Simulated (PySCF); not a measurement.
HGa, charge -1, doublet, geometry from GFN2-xTB (such geometries of metal compounds can be far from the true shape) (a state made from the parent by changing its charge; the spin is typed, not shown lowest) (in this run its highest filled SCF level lies above zero, so its values depend strongly on the basis, on diffuse functions most of all); WB97X/STO-3G (PySCF).

PySCF was given this input:
```python
from pyscf import gto, scf, dft

mol = gto.Mole()
mol.atom = '''
    Ga   -0.00000000   -0.00000000   -0.04040855
    H     0.00000000    0.00000000    1.25266497
'''
mol.basis = 'sto-3g'
mol.charge = -1
mol.spin = 1
mol.verbose = 4
mol.build()

mf = dft.UKS(mol)
mf.xc = 'wb97x'
mf.kernel()
```

It wrote (shortened):

```
PySCF version 2.14.0

[INPUT] verbose = 4
[INPUT] num. atoms = 2
[INPUT] num. electrons = 33
[INPUT] charge = -1
[INPUT] spin (= nelec alpha-beta = 2S) = 1
[INPUT] symmetry False subgroup None
[INPUT] Mole.unit = angstrom
[INPUT] Symbol           X                Y                Z      unit          X                Y                Z       unit  Magmom
[INPUT]  1 Ga     0.000000000000   0.000000000000  -0.040408550000 AA    0.000000000000   0.000000000000  -0.076361092591 Bohr   0.0
[INPUT]  2 H      0.000000000000   0.000000000000   1.252664970000 AA    0.000000000000   0.000000000000   2.367193719137 Bohr   0.0

nuclear repulsion = 12.6864352914133
number of shells = 9
number of NR pGTOs = 57
number of NR cGTOs = 19
basis = sto-3g
ecp = {}

******** <class 'pyscf.dft.uks.UKS'> ********
method = UKS
initial guess = minao
damping factor = 0
level_shift factor = 0
DIIS = <class 'pyscf.scf.diis.CDIIS'>
diis_start_cycle = 1
diis_space = 8
diis_damp = 0
SCF conv_tol = 1e-09
SCF conv_tol_grad = None
SCF max_cycles = 50
direct_scf = True
direct_scf_tol = 1e-13
number electrons alpha = 17  beta = 16
XC library pyscf.dft.libxc version 7.1.2
    S. Lehtola, C. Steigemann, M. J. T. Oliveira, and M. A. L. Marques,  SoftwareX 7, 1–5 (2018)
XC functionals = wb97x
    J.-D. Chai and M. Head-Gordon,  J. Chem. Phys. 128, 084106 (2008)
radial grids:
    Treutler-Ahlrichs [JCP 102, 346 (1995); DOI:10.1063/1.469408] (M4) radial grids

becke partition: Becke, JCP 88, 2547 (1988); DOI:10.1063/1.454033
pruning grids: <function nwchem_prune>
grids dens level: 3
symmetrized grids: False
atomic radii adjust function: <function treutler_atomic_radii_adjust>
small_rho_cutoff = 0
Set gradient conv threshold to 3.16228e-05
tot grids = 30712
init E= -1900.59465324261

cycle= 1 E= -1902.45806128554  delta_E= -1.86  |g|= 0.294  |ddm|= 1.42

cycle= 2 E= -1899.36659778082  delta_E= 3.09  |g|= 1.85  |ddm|= 3.37
cycle= 3 E= -1902.56454488423  delta_E= -3.2  |g|= 0.153  |ddm|= 2.95
cycle= 4 E= -1902.60974331007  delta_E= -0.0452  |g|= 0.0765  |ddm|= 0.49
cycle= 5 E= -1902.60412337429  delta_E= 0.00562  |g|= 0.0791  |ddm|= 0.0624
cycle= 6 E= -1902.60384174068  delta_E= 0.000282  |g|= 0.079  |ddm|= 0.00408
cycle= 7 E= -1902.64347199488  delta_E= -0.0396  |g|= 0.167  |ddm|= 0.778
cycle= 8 E= -1902.63857053195  delta_E= 0.0049  |g|= 0.0704  |ddm|= 0.383
cycle= 9 E= -1902.64726925172  delta_E= -0.0087  |g|= 0.0735  |ddm|= 0.192
cycle= 10 E= -1902.64895131422  delta_E= -0.00168  |g|= 0.0849  |ddm|= 0.058
cycle= 11 E= -1902.64420706366  delta_E= 0.00474  |g|= 0.155  |ddm|= 0.38
cycle= 12 E= -1902.64384411982  delta_E= 0.000363  |g|= 0.138  |ddm|= 0.187
cycle= 13 E= -1902.63854633084  delta_E= 0.0053  |g|= 0.152  |ddm|= 0.163
cycle= 14 E= -1902.64120411241  delta_E= -0.00266  |g|= 0.181  |ddm|= 0.319
cycle= 15 E= -1902.66023711168  delta_E= -0.019  |g|= 0.0834  |ddm|= 0.811
cycle= 16 E= -1902.66339383194  delta_E= -0.00316  |g|= 0.026  |ddm|= 0.249
cycle= 17 E= -1902.6650395742  delta_E= -0.00165  |g|= 0.0135  |ddm|= 0.169
cycle= 18 E= -1902.6653248577  delta_E= -0.000285  |g|= 0.0166  |ddm|= 0.0616
cycle= 19 E= -1902.66312939491  delta_E= 0.0022  |g|= 0.0221  |ddm|= 0.204
cycle= 20 E= -1902.66162248049  delta_E= 0.00151  |g|= 0.0341  |ddm|= 0.242
cycle= 21 E= -1902.66237933571  delta_E= -0.000757  |g|= 0.00864  |ddm|= 0.0987
cycle= 22 E= -1902.66235815257  delta_E= 2.12e-05  |g|= 0.00438  |ddm|= 0.0659
cycle= 23 E= -1902.66236233503  delta_E= -4.18e-06  |g|= 0.0042  |ddm|= 0.00282
cycle= 24 E= -1902.6623527029  delta_E= 9.63e-06  |g|= 0.00477  |ddm|= 0.0216
cycle= 25 E= -1902.66236192145  delta_E= -9.22e-06  |g|= 0.000675  |ddm|= 0.0314
cycle= 26 E= -1902.66235934156  delta_E= 2.58e-06  |g|= 0.000973  |ddm|= 0.015
cycle= 27 E= -1902.66236004428  delta_E= -7.03e-07  |g|= 0.000104  |ddm|= 0.0029
cycle= 28 E= -1902.66236000572  delta_E= 3.86e-08  |g|= 5.26e-05  |ddm|= 0.00074
cycle= 29 E= -1902.66236000771  delta_E= -1.99e-09  |g|= 2.81e-05  |ddm|= 0.00067
cycle= 30 E= -1902.66236002255  delta_E= -1.48e-08  |g|= 2.1e-05  |ddm|= 0.000502
cycle= 31 E= -1902.66236003901  delta_E= -1.65e-08  |g|= 1.11e-05  |ddm|= 0.000915
cycle= 32 E= -1902.66236004148  delta_E= -2.46e-09  |g|= 1e-05  |ddm|= 0.000271
cycle= 33 E= -1902.66236004171  delta_E= -2.33e-10  |g|= 1.02e-05  |ddm|= 2.02e-05
Extra cycle  E= -1902.66236004243  delta_E= -7.24e-10  |g|= 1.06e-05  |ddm|= 5.33e-05
converged SCF energy = -1902.66236004243  <S^2> = 0.75075269  2S+1 = 2.0007525
```
